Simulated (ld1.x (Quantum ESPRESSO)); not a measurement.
**Plane-wave convergence, RRKJ potential for Ni (Z = 28)**

```json
{
  "Element": "Ni (Z = 28)",
  "Generator": "ld1.x (Quantum ESPRESSO) 7.5",
  "Type": "norm-conserving RRKJ (Kleinman–Bylander form)",
  "Functional": "BP86",
  "Relativity": "scalar-relativistic",
  "Frozen core": "[Ar]",
  "Valence charge": "10",
  "Reference configuration": "3d8 4s2 4p0",
  "Partial waves": "4p (bound, empty): rc 2.50 bohr; 3d (bound): rc 0.80 bohr; 4s (bound): rc 2.00 bohr",
  "Local potential": "the s channel",
  "Core correction": "Bessel-smoothed model core, default radius (core density twice the valence density)"
}
```

The pseudo-atom Hamiltonian at the reference potential is diagonalised in spherical Bessel functions j_l(qr) that vanish at 20 bohr, with q² up to the cutoff. All-electron valence levels (Ry): 4p -0.0968, 3d -0.6630, 4s -0.4277.

Question: How do the lowest levels (Ry) of each channel move with the cutoff, and are there ghosts?

Answer:

```
cutoff (Ry)     p #1     d #1     s #1    f #1  Σ f·Δε (mRy)
          8  -0.0925   0.0578  -0.4217  0.1080        5778.9
         25  -0.0968   0.0578  -0.4272  0.1080        5767.8
         50  -0.0968   0.0576  -0.4277  0.1080        5765.6
        100  -0.0968   0.0515  -0.4277  0.1080        5716.9
        180  -0.0968  -0.6169  -0.4277  0.1080         369.5
        400  -0.0968  -0.6631  -0.4277  0.1080           0.0
```

Result: no extra level below or beside the all-electron valence levels (p, d, s, f tested); 10 mRy is reached at 260 Ry and 1 mRy at 300 Ry.

Its largest configuration-test error is -461 meV.
